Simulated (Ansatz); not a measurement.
The same path of AlBClH$_{3}$O (7 atoms, charge 0, multiplicity 1) was run twice with different band settings. The coordinate that changes most is the dihedral H6–Al2–B3–Cl4.

Level of theory: RKS PBE0-D4/def2-SVP (Ansatz).

Relaxed end points:

```xyz
7
Properties=species:S:1:pos:R:3
O -1.786 0.508 -0.414
Al -0.128 0.697 -0.042
B 0.919 -1.072 0.502
Cl 1.897 -1.857 -0.733
H -2.373 1.202 -0.720
H 0.523 2.148 -0.170
H 0.948 -1.626 1.577
```

```xyz
7
Properties=species:S:1:pos:R:3
O -1.518 0.489 -0.917
Al -0.178 0.715 0.119
B 1.078 -0.990 0.426
Cl 0.674 -2.502 -0.355
H -2.163 1.159 -1.147
H 0.029 2.159 0.764
H 2.077 -1.031 1.109
```

Common settings: movable images 5; climbing image yes; optimiser quadratic models (default); start path through a guess of the saddle point; force threshold 0.05 eV/Å; end points relaxed.

| run | spring | iteration limit |
| --- | --- | --- |
| 1 | 5.0 eV/Å² | 47 |
| 2 | 0.1 eV/Å² | 60 |

Problem. What does each run give, and how far can it be trusted?

Solution. Run 1: converged after 17 iterations, highest image 0.035 eV above the first end. The highest image is an end point: on this band no image between the ends rises above it. Between wells the path still climbs a hump at image 2, 0.02 eV above the well before it.
Run 2: converged after 32 iterations, highest image 0.035 eV above the first end. The highest image is an end point: on this band no image between the ends rises above it. Between wells the path still climbs a hump at image 2, 0.02 eV above the well before it.
